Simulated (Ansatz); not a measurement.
`O[Si](F)(Cl)Cl` + HCl → `O[Si](Cl)(Cl)Cl` + H–F at 500 K and 1 bar (ligand exchange at the Si–F bond).

Gas-phase electronic energies from Ansatz, PBE0-D4/def2-TZVP geometries. CCSD(T)/CBS is the MP2 limit (def2-TZVPP, def2-QZVPP) plus CCSD(T) − MP2 in def2-TZVPP, frozen cores. This one scheme is used for every species. One conformer a species, not always the lowest.

| species | CCSD(T)/CBS energy (Eh) | H − E (kJ/mol) | S (J/(mol·K)) |
| --- | --- | --- | --- |
| `O[Si](F)(Cl)Cl` | -1384.43664 | 95.1 | 392.9 |
| HCl | -460.38127 | 32.5 | 201.9 |
| `O[Si](Cl)(Cl)Cl` | -1744.40331 | 93.4 | 406.3 |
| H–F | -100.39570 | 39.4 | 188.7 |

H − E and S are ideal-gas, rigid-rotor, harmonic terms from PBE0-D4/def2-TZVP, for one conformer and one mirror image of each species. 1 Eh = 2625.50 kJ/mol, R = 8.31446 J/(mol·K).

**Question.** By hand: ΔE, ΔH, ΔS and ΔG.

**Answer.** ΔE = (-1744.40331) + (-100.39570) − (-1384.43664) − (-460.38127) = 0.01890 Eh = 49.6 kJ/mol. Δ(H − E) = 93.4 + 39.4 − 95.1 − 32.5 = 5.2, so ΔH = 54.8 kJ/mol. ΔS = 406.3 + 188.7 − 392.9 − 201.9 = 0.2 J/(mol·K). ΔG = 54.8 − 500 × (0.2)/1000 = 54.7 kJ/mol.

**Question.** By hand: the equilibrium constant, and the temperature at which ΔG would vanish if ΔH and ΔS stayed fixed.

**Answer.** log₁₀ K = −ΔG/(RT ln 10) = -5.7. ΔG = 0 at ΔH/ΔS = 274000 K, far beyond where these terms or the molecules hold.

The number of gas molecules stays the same, so ΔS is small and ΔH decides. A doubt of 5 kJ/mol in ΔE shifts log₁₀ K by 0.5 here. Other conformers and mirror images would add mixing entropy, several J/(mol·K) or more a flexible species. These are equilibria of isolated gas molecules and say nothing of rates. Largest T1 diagnostic: 0.010 (customary marks: 0.02 for closed shells, 0.045 for open ones).
